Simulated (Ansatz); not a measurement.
Pulling on the Sn1–H2 bond in CH4Sn (SMILES [CH3][SnH]) (multiplicity 1 held, fragments rigid). Energies count from the point at 1.787 Å.
Geometry at that point (charge 0, multiplicity 1):
```csv
atom,x (Å),y (Å),z (Å)
Sn,0.0098,0.2505,0.2452
H,-0.3459,1.4134,-1.0648
C,-0.0133,-1.4564,-1.1581
H,0.7372,-1.2942,-1.9360
H,-0.9867,-1.5032,-1.6533
H,0.1836,-2.4027,-0.6567
```

U- levels take the lowest unrestricted solution at each point, which mixes spins at long bonds. Active spaces are followed from a long bond inwards. Levels need not reach the same state.

Correlated levels freeze the cores. Filled d and f shells under p-block atoms count as core.

Codes used: Ansatz (Gaussian orbitals).  In def2 rows elements past Kr take small-core potentials, without spin–orbit coupling.

Energies in kcal/mol.

```json
[
 {"R (Å)": "1.430", "U-SCS-MP2/def2-SVP": "27.6", "U-CCSD/def2-SVP": "27.1", "FIC-NEVPT4(SD) on CASSCF(2,2)/def2-SVP": "27.2", "FIC-MRCISD+Q on CASSCF(2,2)/def2-SVP": "27.0"},
 {"R (Å)": "1.609", "U-SCS-MP2/def2-SVP": "5.5", "U-CCSD/def2-SVP": "5.2", "FIC-NEVPT4(SD) on CASSCF(2,2)/def2-SVP": "5.3", "FIC-MRCISD+Q on CASSCF(2,2)/def2-SVP": "5.2"},
 {"R (Å)": "1.787", "U-SCS-MP2/def2-SVP": "0.0", "U-CCSD/def2-SVP": "0.0", "FIC-NEVPT4(SD) on CASSCF(2,2)/def2-SVP": "0.0", "FIC-MRCISD+Q on CASSCF(2,2)/def2-SVP": "0.0"},
 {"R (Å)": "1.966", "U-SCS-MP2/def2-SVP": "3.0", "U-CCSD/def2-SVP": "3.1", "FIC-NEVPT4(SD) on CASSCF(2,2)/def2-SVP": "2.9", "FIC-MRCISD+Q on CASSCF(2,2)/def2-SVP": "3.1"},
 {"R (Å)": "2.145", "U-SCS-MP2/def2-SVP": "10.0", "U-CCSD/def2-SVP": "10.1", "FIC-NEVPT4(SD) on CASSCF(2,2)/def2-SVP": "9.6", "FIC-MRCISD+Q on CASSCF(2,2)/def2-SVP": "?"},
 {"R (Å)": "2.413", "U-SCS-MP2/def2-SVP": "27.2", "U-CCSD/def2-SVP": "23.1", "FIC-NEVPT4(SD) on CASSCF(2,2)/def2-SVP": "21.8", "FIC-MRCISD+Q on CASSCF(2,2)/def2-SVP": "22.3"},
 {"R (Å)": "2.681", "U-SCS-MP2/def2-SVP": "43.4", "U-CCSD/def2-SVP": "36.0", "FIC-NEVPT4(SD) on CASSCF(2,2)/def2-SVP": "33.4", "FIC-MRCISD+Q on CASSCF(2,2)/def2-SVP": "?"},
 {"R (Å)": "3.128", "U-SCS-MP2/def2-SVP": "54.2", "U-CCSD/def2-SVP": "51.8", "FIC-NEVPT4(SD) on CASSCF(2,2)/def2-SVP": "47.8", "FIC-MRCISD+Q on CASSCF(2,2)/def2-SVP": "48.6"},
 {"R (Å)": "3.575", "U-SCS-MP2/def2-SVP": "57.6", "U-CCSD/def2-SVP": "59.0", "FIC-NEVPT4(SD) on CASSCF(2,2)/def2-SVP": "55.8", "FIC-MRCISD+Q on CASSCF(2,2)/def2-SVP": "?"},
 {"R (Å)": "4.111", "U-SCS-MP2/def2-SVP": "58.8", "U-CCSD/def2-SVP": "61.2", "FIC-NEVPT4(SD) on CASSCF(2,2)/def2-SVP": "59.7", "FIC-MRCISD+Q on CASSCF(2,2)/def2-SVP": "60.6"},
 {"R (Å)": "4.826", "U-SCS-MP2/def2-SVP": "59.2", "U-CCSD/def2-SVP": "61.7", "FIC-NEVPT4(SD) on CASSCF(2,2)/def2-SVP": "61.1", "FIC-MRCISD+Q on CASSCF(2,2)/def2-SVP": "62.0"},
 {"R (Å)": "5.720", "U-SCS-MP2/def2-SVP": "59.3", "U-CCSD/def2-SVP": "61.8", "FIC-NEVPT4(SD) on CASSCF(2,2)/def2-SVP": "61.3", "FIC-MRCISD+Q on CASSCF(2,2)/def2-SVP": "62.3"}
]
```

**Question.** Fill in the missing entries.

**Answer.** 
- 2.681, FIC-MRCISD+Q on CASSCF(2,2)/def2-SVP: 34.0
- 2.145, FIC-MRCISD+Q on CASSCF(2,2)/def2-SVP: 9.9
- 3.575, FIC-MRCISD+Q on CASSCF(2,2)/def2-SVP: 56.7

Doubts at one or more of the structures used: a spin-contaminated determinant (U-SCS-MP2/def2-SVP, U-CCSD/def2-SVP); T1 above 0.05 (U-CCSD/def2-SVP).

Ansatz is an electronic-structure program.
